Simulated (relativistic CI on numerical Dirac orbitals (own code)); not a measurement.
## Level scheme of Gd³⁺

Method of calculation: Dirac-Coulomb-Breit CI, orbitals from a KLI potential per configuration, model QED, valence Slater integrals scaled by 0.85 (own radial code, finite nucleus).

Configuration list (outside the closed core [Xe]): 4f7.

The lowest level is 4f7 8S°_7/2, with 97 % of that term; Hund's rules for 4f7 give 8S° with J = 7/2, in agreement.

```csv
No.,Configuration,Term,J,E (cm⁻¹),%,jj configuration (%)
1,4f7,8S°,7/2,0.0,97,4f5/2^3 4f7/2^4 (34)
2,4f7,6P°,7/2,31709.9,75,4f5/2^5 4f7/2^2 (34)
3,4f7,6P°,5/2,32304.7,84,4f5/2^4 4f7/2^3 (42)
4,4f7,6P°,3/2,32868.6,90,4f5/2^4 4f7/2^3 (38)
5,4f7,6I°,7/2,34637.7,92,4f5/2^4 4f7/2^3 (32)
6,4f7,6I°,9/2,34989.9,94,4f5/2^4 4f7/2^3 (34)
7,4f7,6I°,17/2,35008.8,96,4f5/2^3 4f7/2^4 (36)
8,4f7,6I°,11/2,35268.8,96,4f5/2^4 4f7/2^3 (38)
9,4f7,6I°,15/2,35373.1,97,4f5/2^3 4f7/2^4 (42)
10,4f7,6I°,13/2,35418.6,97,4f5/2^3 4f7/2^4 (45)
11,4f7,6D°,9/2,39420.0,92,4f5/2^4 4f7/2^3 (39)
12,4f7,6D°,1/2,40338.6,99,4f5/2^3 4f7/2^4 (50)
13,4f7,6D°,7/2,40434.3,80,4f5/2^4 4f7/2^3 (33)
14,4f7,6D°,3/2,40587.4,89,4f5/2^3 4f7/2^4 (40)
15,4f7,6D°,5/2,40725.6,81,4f5/2^3 4f7/2^4 (34)
16,4f7,4D°,7/2,49400.7,20,4f7/2 (48)
17,4f7,6G°,5/2,50418.3,33,4f5/2^5 4f7/2^2 (55)
18,4f7,6G°,9/2,50954.9,53,4f5/2^5 4f7/2^2 (42)
19,4f7,6G°,11/2,51032.9,50,4f5/2^4 4f7/2^3 (50)
20,4f7,6G°,3/2,51416.9,40,4f5/2^4 4f7/2^3 (64)
21,4f7,6G°,7/2,52454.9,44,4f5/2^4 4f7/2^3 (39)
22,4f7,4N°,17/2,52781.4,76,4f5/2^5 4f7/2^2 (37)
23,4f7,6G°,13/2,52848.1,81,4f5/2^4 4f7/2^3 (39)
24,4f7,4D°,1/2,52978.4,52,4f5/2^3 4f7/2^4 (46)
25,4f7,4N°,23/2,53710.0,94,4f5/2^4 4f7/2^3 (47)
26,4f7,4N°,19/2,53771.9,89,4f5/2^4 4f7/2^3 (56)
27,4f7,4H°,9/2,54041.9,34,4f5/2^5 4f7/2^2 (43)
28,4f7,4N°,21/2,54158.1,97,4f5/2^3 4f7/2^4 (61)
29,4f7,4D°,5/2,54206.2,42,4f5/2^4 4f7/2^3 (46)
30,4f7,6G°,3/2,54480.9,48,4f5/2^3 4f7/2^4 (61)
31,4f7,4H°,7/2,54789.8,44,4f5/2^5 4f7/2^2 (30)
32,4f7,6G°,11/2,55196.7,34,4f5/2^4 4f7/2^3 (35)
33,4f7,6F°,5/2,55532.6,64,4f5/2^3 4f7/2^4 (39)
34,4f7,4L°,13/2,55695.8,41,4f5/2^5 4f7/2^2 (31)
35,4f7,4L°,17/2,55762.4,48,4f5/2^3 4f7/2^4 (51)
36,4f7,6F°,7/2,55831.9,52,4f5/2^4 4f7/2^3 (33)
37,4f7,4L°,15/2,55911.8,67,4f5/2^4 4f7/2^3 (55)
38,4f7,6F°,3/2,56045.9,63,4f5/2^3 4f7/2^4 (46)
39,4f7,6F°,9/2,56173.7,44,4f5/2^3 4f7/2^4 (42)
40,4f7,4H°,11/2,56221.5,56,4f5/2^3 4f7/2^4 (43)
41,4f7,4H°,13/2,56243.3,50,4f5/2^4 4f7/2^3 (52)
42,4f7,6F°,1/2,56768.0,52,4f5/2^3 4f7/2^4 (59)
43,4f7,4L°,19/2,57283.4,90,4f5/2^3 4f7/2^4 (68)
44,4f7,4G°,5/2,57624.6,37,4f5/2^4 4f7/2^3 (41)
45,4f7,4K°,11/2,58420.1,85,4f5/2^4 4f7/2^3 (46)
```

Energies count from the lowest computed level; ° marks odd parity. Filled j subshells are mostly left out of the jj labels.

The mean weight of the leading LS term, summed over parents, in these 45 levels is 68 %, and that of the leading jj configuration (from the same eigenvectors) 44 %, so LS coupling describes them better.

One configuration and one scale for all Slater integrals: terms of lower spin can come out thousands of cm⁻¹ low, and their order can be wrong.

LS names give the leading component of a level, which can be under half, so a name can repeat, a term be missing and a line seem to break the LS rules.
